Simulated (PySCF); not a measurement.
C₂H₉ClSi₃, SMILES C1[SiH2][Si@H](Cl)[Si@@H]1C.

The structure is a stationary point at r2SCAN-D4/def2-SVP. The structure was generated by enumeration; whether it is a known compound was not checked.

Level of theory: SMD-B3LYP/def2-SVP (PySCF).

Solvation free energies are E(SMD) − E(gas) at the gas-phase geometry, for 1 M in both phases. In vacuum the dipole moment is 1.91 D.

Computed solvation free energies in water, dimethylsulfoxide, cyclohexanone:
```tsv
solvent	ΔG(solv) (kcal/mol)	its non-electrostatic (CDS) part	dipole (D)
water	2.3	4.5	2.60
dimethylsulfoxide	-1.4	0.9	2.59
cyclohexanone	-2.1	-0.1	2.54
```
